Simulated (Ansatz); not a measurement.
C3H12ClNSi2, SMILES `CC(C)N([SiH3])[SiH2]Cl` at its PBE0-D4/def2-TZVP geometry, where that method's forces vanish. The species carries charge 0 and has multiplicity 1.

```xyz
19

C     0.5444   -0.5267   -1.8004
C     0.5401    0.3772   -0.5802
C    -0.2348    1.6612   -0.8341
N     0.0363   -0.3383    0.6131
Si   -1.4360   -1.2579    0.5393
Si    0.8923   -0.1170    2.0741
Cl    0.5405    1.7224    2.9560
H     1.1127   -1.4396   -1.6133
H    -0.4741   -0.8105   -2.0857
H     0.9877   -0.0094   -2.6539
H     1.5825    0.6498   -0.3688
H    -1.2804    1.4445   -1.0672
H     0.1935    2.2039   -1.6804
H    -0.2092    2.3107    0.0420
H    -1.2622   -2.5515   -0.1748
H    -1.8466   -1.5314    1.9378
H    -2.5124   -0.5042   -0.1574
H     0.4776   -1.1439    3.0523
H     2.3482   -0.1394    1.8016
```

Problem. What forces (eV/Å) does r2SCAN-D4/def2-TZVPP give on these atoms in the Gaussian-basis code of Ansatz? (An estimate is asked.)

Solution. Ansatz gave: 
```
C1   0.008 -0.091 -0.127
C2   0.164  0.111 -0.123
C3  -0.083  0.134 -0.022
N4  -0.082 -0.129  0.178
Si5 -0.075 -0.046  0.006
Si6  0.063 -0.054  0.071
Cl7 -0.005  0.068  0.035
H8  -0.011  0.008 -0.003
H9   0.012  0.011  0.006
H10 -0.007 -0.007  0.012
H11  0.010  0.005  0.003
H12  0.019  0.001  0.000
H13 -0.005 -0.007  0.010
H14 -0.003 -0.010 -0.016
H15 -0.012  0.021  0.012
H16  0.000  0.006 -0.038
H17  0.016 -0.026  0.012
H18  0.021  0.014 -0.024
H19 -0.027 -0.009  0.007
```
